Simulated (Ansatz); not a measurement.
Consider the ligand exchange at the Si–N bond: `CN(C)[SiH](N)F` + `[NH2][GeH2][OH]` → `[NH2][GeH2][O][SiH](N)F` + `CNC`.

Computed with Ansatz on PBE0-D4/def2-TZVP structures; ΔE is electronic, products minus reactants. CCSD(T)/CBS is the MP2 limit (def2-TZVPP, def2-QZVPP) plus CCSD(T) − MP2 in def2-TZVPP, frozen cores. Functionals use def2-TZVPP. For Ge outer-core shells are correlated without core-valence functions, which leaves a few kJ/mol of doubt a bond. Scalar relativity is left out up to krypton. Each species was taken in one conformer, which may not be the lowest.

```tsv
level	ΔE (kcal/mol)
PBE0-D4	-16.2
ωB97X-V	-17.2
PBE	-15.5
r2SCAN	-17.4
HF/def2-TZVPP	-20.5
CCSD/def2-TZVPP	-17.8
MP2/def2-QZVPP	-16.5
SCS-MP2/def2-QZVPP	-17.2
```

Question: What does CCSD(T)/CBS give? (Estimate.)

Answer: The calculation gave: -16.8 kcal/mol. The listed levels differ from it by 0.6, -0.4, 1.3, -0.6, -3.7, -1.0, 0.3, -0.4 kcal/mol.

Largest T1 diagnostic among the species: 0.012.

In def2-TZVPP, CCSD(T) changes the Hartree–Fock value by +3.0 kcal/mol (the triples alone add +0.3 kcal/mol) and MP2 by +3.6 kcal/mol.
